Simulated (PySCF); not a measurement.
Mg(Br)(OSiH3) (BrH3MgOSi), SMILES [SiH3][O][Mg][Br].

Geometry: r2SCAN-D4/def2-SVP. The structure was generated by enumeration; whether it is a known compound was not checked. The values are those of a single conformer.

Computed with r2SCAN-D4/def2-SVP run with PySCF.

Frequencies are harmonic and unscaled.

Modes within 1.5 cm⁻¹ of each other (mostly degenerate sets) share a row, with their intensities summed.

```tsv
mode	ν (cm⁻¹)	IR (km/mol)	moving atoms (share of kinetic energy)
1–2	57	8.4	Mg 34 %, O 30 %, Si 17 %, H 12 %
3–4	150	113.8	Mg 49 %, O 44 %
5	243	4.0	Br 44 %, Si 34 %, O 13 %
6	600	39.5	Mg 71 %, Si 22 %
7–8	737	131.6	H 83 %, Si 10 %
9–10	957	164.8	H 96 %
11	1004	382.8	H 89 %, Si 11 %
12	1085	432.0	O 76 %, Si 14 %
13–14	2191	387.9	H 96 %
15	2201	118.2	H 99 %
```
